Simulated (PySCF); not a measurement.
# In(3+): interval between two levels

In(3+) [Kr] 4d10 → In(3+) [Kr] 4d9 5s1 [3D3, M_J = 3], as a difference of total energies. Calculation: PySCF 2.14, in x2c-TZVPall-2c (8s9p5d2f, 74 functions); the two-component X2C-1e Hamiltonian. Correlated levels: [Ar] 3d10 frozen; the 6 highest virtual spinors dropped. "Screened" scales the spin-orbit matrix elements by Boettger's factors to mimic the two-electron term; Breit and QED terms are absent.

```json
{"method": "GHF (spin-free)", "interval between two levels (cm⁻¹)": "130480"}
{"method": "GMP2 (spin-free)", "interval between two levels (cm⁻¹)": "130830"}
{"method": "GHF (screened spin-orbit)", "interval between two levels (cm⁻¹)": "127510"}
{"method": "GMP2 (screened spin-orbit)", "interval between two levels (cm⁻¹)": "127820"}
```

The labels give the starting determinants; with spin-orbit coupling the two ends relaxed to ⟨J²⟩ = 0.00, ⟨L²⟩ = 0.02, ⟨S²⟩ = 0.02 and ⟨J²⟩ = 12.00, ⟨L²⟩ = 6.02, ⟨S²⟩ = 2.02.
